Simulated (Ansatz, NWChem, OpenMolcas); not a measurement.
## Worked example: CBr2Cl2 + SnH3F → CBrCl2F + SnH3Br

Species: CBr2Cl2 (dibromodichloromethane) `ClC(Cl)(Br)Br`, singlet; SnH3F `[F][SnH3]`, singlet; CBrCl2F (bromodichlorofluoromethane) `FC(Cl)(Cl)Br`, singlet; SnH3Br `[Br][SnH3]`, singlet. The partners trade Br for F: C–Br and Sn–F bonds give way to C–F and Sn–Br.

Shapes, held fixed at every level: PBE0-D4/def2-TZVP. Programs: Ansatz 0.2.0, NWChem 7.3.0, OpenMolcas 26.06. A level may come from different programs for different species; with the same settings they agree closely. The zero-point and thermal change to 298 K, harmonic and unscaled (PBE0-D4/def2-TZVP), is +2.6 kJ/mol.

At CCSD(T)/def2-TZVPP; 1 Eh = 2625.50 kJ/mol:

| species | energy (Eh) |
| --- | --- |
| CBr2Cl2 | -6102.872812 |
| SnH3F | -315.202823 |
| CBrCl2F | -3629.912342 |
| SnH3Br | -2788.186363 |

**Question.** Work out ΔH(298 K) of the reaction at this level.

**Answer.** 
1. Products less reactants: (-3629.912342) + (-2788.186363) − [(-6102.872812) + (-315.202823)] = -0.023070 Eh = -60.6 kJ/mol.
2. With the thermal change: -60.6 + (+2.6) = -58.0 kJ/mol.

Other levels give -107.6 (HF/def2-SVP) to -59.8 kJ/mol (B2PLYP/def2-TZVPP). No measured value is set beside it here. For atoms past krypton def2 sets carry core potentials with scalar relativity. Relativity is left out for Br. Outer-core shells of Br, Sn are correlated in most correlated rows, in sets that cover them unevenly. The median of the other levels is -70.2 kJ/mol.
